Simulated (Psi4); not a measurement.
CH$_{4}$BClO$_{2}$ (SMILES COB(O)Cl), singlet, at a GFN2-xTB geometry. Base run: CCSD(T)/def2-SVP (Psi4).

Input for Psi4:
```
memory 2 GB

molecule {
0 1
  B     0.08669134    0.20766938    0.07563506
  Cl   -0.21044529   -0.38321066    1.69932691
  O     0.61522169    1.43104300   -0.12854976
  H     0.81847372    1.95622854    0.64513563
  O    -0.24404255   -0.62922218   -0.90773729
  C    -0.08310990   -0.34122200   -2.28590249
  H     0.57423152   -1.09889504   -2.71431678
  H    -1.06408941   -0.39860174   -2.75928580
  H     0.34472362    0.65026800   -2.43255460
}

set basis def2-svp
set freeze_core true

energy('ccsd(t)')
print_variables()
```

Variants of this job, named by their change:

```
change                ΔE vs base (mEh)  MP2 correlation (Eh)  basis functions  core-seconds (rough)
--------------------  ----------------  --------------------  ---------------  --------------------
base                             0.000              -0.72150               94                   100
method = mp4                    -0.713              -0.72150               94                    50
method = ccsd                   18.334              -0.72150               94                    50
method = qcisd(t)               -0.683              -0.72150               94                    70
method = fno-ccsd(t)             0.000              -0.72150               94                    80
method = mp3                    27.147              -0.72136               94                     8
method = mp2                    57.461              -0.72136               94                     6
method = dlpno-mp2              57.576              -0.72124               94                     8
```
